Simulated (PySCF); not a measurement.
Fine-structure interval of Ho⁴⁰⁺ by level of theory

Ho⁴⁰⁺ [Ar] 3d9 [3d3/2^4 3d5/2^5, M_J = 5/2] → Ho⁴⁰⁺ [Ar] 3d9 [3d3/2^3 3d5/2^6, M_J = 3/2], as a difference of total energies. Calculation: PySCF 2.14, in an even-tempered Gaussian basis (16 s from 8.5 bohr⁻², ratio 2.8; 13 p from 11 bohr⁻², ratio 2.8; 8 d from 11 bohr⁻², ratio 2.8; 3 f from 43 bohr⁻², ratio 3); the two-component X2C-1e Hamiltonian. Correlated levels: [Ne] frozen; the 80 highest virtual spinors dropped. "Screened" scales the spin-orbit matrix elements by Boettger's factors to mimic the two-electron term; Breit and QED terms are absent.

```json
{"method": "GHF (screened spin-orbit)", "fine-structure interval (cm⁻¹)": "337510"}
{"method": "GMP2 (screened spin-orbit)", "fine-structure interval (cm⁻¹)": "337160"}
{"method": "GHF (bare spin-orbit)", "fine-structure interval (cm⁻¹)": "397260"}
```
